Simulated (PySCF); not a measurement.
Vertical excitations of a molecule C8H6N2S from TDA-ωB97X/def2-SVP (PySCF), as energy in eV (oscillator strength): 4.65 (0.008), 4.71 (0.047), 5.01 (0.547), 5.39 (0.028), 5.86 (0.096), 6.23 (0.003), 6.25 (0.003), 6.64 (0.011), 6.85 (0.015), 6.92 (0.013). Lowest triplet (TDA): 3.14 eV. Geometry optimised at r2SCAN-D4/def2-SVP. Other conformers were not sampled.

Task: Pick the molecule that these values belong to.
A. C=Cc1ccc2nsnc2c1
B. c1csc(-c2cncnc2)c1
C. C=Cc1cccc2nsnc12
D. c1ccc(-c2nccs2)nc1

Result: B, c1csc(-c2cncnc2)c1
